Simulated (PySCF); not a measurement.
Compound: C5H5FO2.
SMILES with atom numbers: `[O:1]=[C:2]1[CH2:3][CH2:4][CH:5]=[C:6]([F:7])[O:8]1` (hydrogens: H9, H10 on C3; H11, H12 on C4; H13 on C5)

Computed by this run: PBE0-D3(BJ)/def2-SVP geometry optimisation, gas phase in PySCF 2.14.0; density fitting, grid level 1; the optimiser is geomeTRIC in internal coordinates, started from a GFN2-xTB structure.

Step 2: E = -12055.2877 eV
```
atom  x, y, z in Å  |  force x, y, z in eV/Å
O1     -1.4303    2.3150    0.2343    0.043   0.078  -0.082
C2     -0.6870    1.3879    0.1844    0.038  -0.004   0.115
C3     -0.9834    0.0055    0.7030    0.037  -0.043   0.014
C4     -0.3530   -1.1134   -0.1152   -0.021   0.055  -0.205
C5      1.0505   -0.7514   -0.4914    0.217   0.013   0.020
C6      1.3969    0.5325   -0.5652   -0.121   0.072   0.255
F7      2.5828    0.9863   -0.8965   -0.002  -0.170  -0.011
O8      0.5890    1.5830   -0.3015   -0.220   0.024  -0.122
H9     -0.5826   -0.0108    1.7327    0.024  -0.009  -0.007
H10    -2.0745   -0.0845    0.7803    0.016   0.021   0.015
H11    -0.3888   -2.0558    0.4506    0.060   0.013   0.012
H12    -0.9440   -1.2890   -1.0340   -0.045  -0.027   0.046
H13     1.8035   -1.5031   -0.7265   -0.025  -0.024  -0.050
```

Step 3: E = -12055.2893 eV
```
atom  x, y, z in Å  |  force x, y, z in eV/Å
O1     -1.4399    2.3281    0.2106   -0.088  -0.109   0.063
C2     -0.7026    1.3949    0.1822    0.051   0.019  -0.049
C3     -0.9738    0.0072    0.7065   -0.041   0.057   0.038
C4     -0.3507   -1.1092   -0.1261   -0.059  -0.022  -0.116
C5      1.0544   -0.7541   -0.4995   -0.305   0.079   0.058
C6      1.3789    0.5345   -0.5532    0.256  -0.101   0.152
F7      2.5902    0.9510   -0.8392   -0.048   0.263  -0.080
O8      0.5636    1.5875   -0.3214    0.259  -0.159  -0.145
H9     -0.5530   -0.0076    1.7280    0.029  -0.010  -0.003
H10    -2.0617   -0.0893    0.8049   -0.022  -0.015   0.023
H11    -0.3727   -2.0505    0.4416   -0.022  -0.003   0.036
H12    -0.9597   -1.2874   -1.0314   -0.011  -0.022  -0.006
H13     1.8062   -1.5026   -0.7483    0.001   0.022   0.029
```

**Question.** Estimate the geometry and energy of step 4. (The exact step hangs on the optimiser's Hessian estimate; all steps are aligned on step 3, rigid shifts and turns removed.)

**Answer.** E = -12055.2994 eV, largest force 0.064 eV/Å
```
atom  x, y, z in Å  |  force x, y, z in eV/Å
O1     -1.4404    2.3172    0.2091   -0.018  -0.014   0.008
C2     -0.6955    1.3902    0.1790   -0.003  -0.005  -0.017
C3     -0.9736    0.0061    0.7071   -0.015   0.026   0.027
C4     -0.3571   -1.1092   -0.1299   -0.011   0.018  -0.010
C5      1.0507   -0.7519   -0.4912   -0.011  -0.023  -0.022
C6      1.3919    0.5327   -0.5427    0.025   0.049  -0.033
F7      2.5892    0.9747   -0.8489   -0.015  -0.023   0.008
O8      0.5701    1.5822   -0.3285    0.009  -0.014   0.009
H9     -0.5470   -0.0128    1.7263    0.024  -0.012  -0.009
H10    -2.0618   -0.0855    0.8101   -0.007   0.003   0.015
H11    -0.3804   -2.0507    0.4380   -0.015  -0.005   0.015
H12    -0.9661   -1.2863   -1.0358    0.024   0.004  -0.014
H13     1.7992   -1.5042   -0.7378    0.013  -0.004   0.023
```

The energy changes by -0.0101 eV. The first-order estimate −F·Δx gives -0.0205 eV and the mean of the old and new forces, exact on a quadratic surface, -0.0102 eV. The step makes an angle of 44° with the force vector and moves no atom by more than 0.026 Å.

The cost below is that of the whole optimisation. Hardware: one thread, Arm Neoverse V2 (aarch64), no GPU, shared host. Cost: 45 s of wall time, 0.60 GiB resident at most.
